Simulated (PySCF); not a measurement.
**Electrostatic potential from atomic charges**

Species: `C#C[SiH2]/C(=C\SC)C(Cl)Cl`. Coordinates (GFN2-xTB, Å) and charges (e) from the PBE0/pcSseg-1 density (PySCF):

```csv
atom,x,y,z,Mulliken,IAO,Hirshfeld,ESP-fitted
C1,-2.542,-2.006,-1.839,-0.2124,-0.1850,-0.0856,-0.3255
C2,-2.288,-1.255,-0.935,-0.1456,-0.3218,-0.1623,-0.1822
Si3,-1.886,-0.082,0.438,+0.7664,+0.7528,+0.3187,+0.5045
C4,-0.336,0.849,-0.131,-0.3578,-0.3110,-0.1334,-0.1101
C5,0.892,0.326,-0.101,-0.1771,-0.2309,-0.0521,-0.0385
S6,1.262,-1.272,0.484,+0.0619,+0.1978,+0.0663,-0.0734
C7,3.060,-1.297,0.193,-0.3876,-0.5040,-0.1105,-0.4548
C8,-0.499,2.222,-0.656,-0.2020,-0.0788,+0.0325,-0.4834
Cl9,-1.029,3.330,0.647,-0.0609,-0.0841,-0.0579,-0.0326
Cl10,-1.725,2.247,-1.950,-0.0500,-0.0661,-0.0365,+0.0024
H11,-2.765,-2.666,-2.628,+0.0612,+0.2018,+0.0973,+0.2988
H12,-1.557,-0.822,1.658,-0.0597,-0.1042,-0.0705,-0.0892
H13,-2.984,0.863,0.629,-0.0339,-0.0919,-0.0704,-0.0458
H14,1.761,0.872,-0.445,+0.1307,+0.1492,+0.0523,+0.1822
H15,3.534,-0.499,0.758,+0.1573,+0.1609,+0.0510,+0.1514
H16,3.417,-2.260,0.543,+0.1612,+0.1760,+0.0596,+0.2235
H17,3.259,-1.192,-0.869,+0.1591,+0.1617,+0.0512,+0.1626
H18,0.417,2.649,-1.071,+0.1892,+0.1776,+0.0503,+0.3101
```

Points outside the species (Å): A (2.0, -5.2, -1.1); B (-7.7, 2.5, -0.1); C (5.6, 7.5, -1.8).

Task: Find the potential V = 14.3996 V·Å × Σ q/r of each set of charges at these points.

Result: In volts:

```tsv
point	nearest atom	distance (Å)	Mulliken	IAO	Hirshfeld	ESP-fitted
A	H16	3.65	+0.090	+0.141	+0.128	+0.069
B	H13	5.04	-0.022	-0.119	-0.123	-0.170
C	H18	7.14	-0.006	+0.011	+0.025	+0.063
```

Task: How far are the other sets from the ESP-fitted one at these points?

Result: Root-mean-square difference: Hirshfeld 0.049 V, IAO 0.059 V, Mulliken 0.095 V. The ESP scheme fits charges at the nuclei, held to the total charge, to the electrostatic potential on points at 1.4 to 2.0 times the van der Waals radii.

Task: What energy would a point charge of -2 e have at B in the field of the ESP charges, leaving out polarisation?

Result: +0.339 eV = +32.7 kJ/mol, a repulsion.

The structure is a single GFN2-xTB conformer in the gas phase; no vibrational or solvent corrections.

Conformer computed: `[CH:1]#[C:2][SiH2:3]/[C:4](=[CH:5]\[S:6][CH3:7])[CH:8]([Cl:9])[Cl:10]`: C2–Si3–C4–C5 -77°, C4–C5–S6–C7 179°, Si3–C4–C8–Cl9 67°.
